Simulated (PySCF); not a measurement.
Structure problem from calculated spectra and properties.

Formula: CH10SSi4.

- Valence photoelectron: vertical ionisation energy: 8.48 eV [ΔSCF B3LYP/def2-SVPD]
- Triplet: lowest triplet excitation (Tamm–Dancoff): 4.30 eV [TDA B3LYP/def2-SVPD]
- 13C NMR: chemical shifts (computed TMS as zero) by class: 18.3 (1 C) ppm [GIAO B3LYP/pcSseg-1]
- Polarisability: 154.9 au [B3LYP/def2-SVPD]
- Rotational structure: rotational constants A, B, C: 1.656, 0.939, 0.805 GHz [PBE0-D3(BJ)/def2-SVP]
- UV, strongest line: among the 10 lowest singlet transitions: S9 at 5.93 eV (209 nm, f = 0.106) [TDDFT B3LYP/def2-SVPD]
- Dipole: 1.29 D [B3LYP/def2-SVPD]
- 1H NMR: chemical shifts (computed TMS as zero) by class: 5.29 (1 H), 4.07 (1 H), 4.00 (1 H), 3.98 (2 H), 3.85 (2 H), 2.02 (3 H) ppm [GIAO B3LYP/pcSseg-1]

Electronic properties: PySCF, gas phase, density fitting. Levels stand in brackets. Geometry: PBE0-D3(BJ)/def2-SVP, one conformer, isolated molecule. Each NMR value is the plain mean over a class of atoms that symmetry, rotation or inversion makes alike.

**Question.** Propose a structure and show how it fits.

**Answer.** Numbering: `[CH3:1][S:2][SiH:3]1[SiH2:4][SiH2:5][SiH2:6]1`. Its formula, CH10SSi4, gives 1 degree of unsaturation: 1 ring and 0 π bonds in the structure found. The one carbon: S-methyl carbon [C1] (18.3 ppm). Hydrogen classes from least to most shielded: 1 H on an SiH silicon, Si3 (5.29 ppm), 1 H on an SiH2 silicon, Si5 (4.07 ppm), 1 H on an SiH2 silicon, Si5 (4.00 ppm), 2 H on 2 SiH2 silicons, Si4/Si6 (3.98 ppm), 2 H on 2 SiH2 silicons, Si4/Si6 (3.85 ppm), 3 H on an S-methyl carbon, C1 (2.02 ppm). The first electron is taken from the HOMO, whose largest Löwdin shares are 0.58 on the sulfur bonded to C and Si, 0.12 on the SiH silicon, 0.09 on an SiH2 silicon and 0.08 on the S-methyl carbon. The optimised geometry has point group C1 and is an asymmetric top. Structure: `S(C)[SiH]1[SiH2][SiH2][SiH2]1`. The assignments are read from this structure; whether some other isomer fits the data as well wasn't checked.

Conformer computed: `[CH3:1][S:2][SiH:3]1[SiH2:4][SiH2:5][SiH2:6]1`: C1–S2–Si3–Si4 155°.
